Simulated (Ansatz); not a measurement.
A structure relaxed at PBE-D4/def2-TZVP in Ansatz, charge 1, doublet:

Cartesian coordinates in Å:
```
W -0.418 0.725 -0.174
S -1.177 -1.227 -0.187
S 1.595 0.503 0.362
```

Problem. Give its formula and point group.

Solution. the cluster WS2⁺ (the lowest doublet isomer of a short search). Point group C2v (tolerance 0.1 Å).

Problem. Summarise the bond lengths by kind (pairs closer than 1.2 times the sum of covalent radii, bridged metal pairs left out).

Solution. 2 × S–W 2.09 Å. The metal has 2 neighbours: S 2.09 Å, S 2.09 Å.

In the def2 sets W takes a core potential; there is no spin–orbit coupling. The relaxation made no stability test and no search for a lower SCF solution. The structure comes from a short search, and lower isomers may exist.
